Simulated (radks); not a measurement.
Results of a calculation; reference values are marked as such.
Q: The tin ion Sn+, configuration [Kr] 4d10 5s2 5p1. Level of theory: scalar-relativistic Kohn-Sham, LDA (Slater exchange, Perdew-Wang correlation), spin-polarised, spherical densities, finite nucleus; open shells are filled with parallel spins first (spin-orbit coupling, left out, can overturn this in heavy ions); Fermi nuclear charge, rms radius 4.6519 fm; hard spherical wall at 8 bohr (a radial shooting solver on a logarithmic mesh with Libxc functionals). Some entries of the table are withheld. Estimate them.

| orbital | occ. | eigenvalue (Ry) | r(max) (bohr) | <1/r> (bohr^-1) |
|---|---|---|---|---|
| 1s up | 1 | -2130.459 | 0.01880 | 53.03 |
| 1s down | 1 | -2130.457 | 0.01880 | 53.03 |
| 2s up | 1 | -322.1942 | 0.1062 | 12.10 |
| 2s down | 1 | -322.1936 | 0.1062 | 12.10 |
| 2p up | 3 | -289.4863 | 0.08496 | 11.64 |
| 2p down | 3 | -289.4852 | 0.08496 | 11.64 |
| 3s up | 1 | -62.61072 | 0.3079 | 4.294 |
| 3s down | 1 | -62.60933 | 0.3079 | 4.294 |
| 3p up | 3 | -51.91920 | 0.3012 | 4.091 |
| 3p down | 3 | -51.91768 | 0.3012 | 4.091 |
| 3d up | 5 | -35.40440 | 0.2508 | 3.863 |
| 3d down | 5 | -35.40303 | 0.2508 | 3.863 |
| 4s up | 1 | -10.41190 | 0.7449 | 1.700 |
| 4s down | 1 | -10.40893 | 0.7449 | 1.700 |
| 4p up | 3 | -7.17185 | 0.7876 | 1.542 |
| 4p down | 3 | -7.16833 | 0.7876 | 1.542 |
| 4d up | 5 | -2.49331 | 0.8867 | 1.217 |
| 4d down | 5 | -2.48494 | 0.8863 | 1.221 |
| 5s up | 1 | -1.35227 | 1.982 | 0.5601 |
| 5s down | 1 | -1.30629 | 1.970 | 0.5634 |
| 5p up | 1 | -0.79140 | 2.415 | 0.4448 |
| 5p down | 0 | -0.74192 | 2.405 | 0.4441 |
| 6s up | 0 | -0.23281 | 4.806 | (1) |
| 6s down | 0 | -0.20849 | 4.853 | (2) |
| 5d up | 0 | -0.19535 | 3.883 | 0.2930 |
| 5d down | 0 | -0.15862 | 3.987 | 0.2863 |
| 4f up | 0 | 0.14660 | 4.810 | 0.2349 |
| 4f down | 0 | 0.17523 | 4.920 | 0.2305 |

A: 
(1) 6s up <1/r> (bohr^-1): 0.2800
(2) 6s down <1/r> (bohr^-1): 0.2765
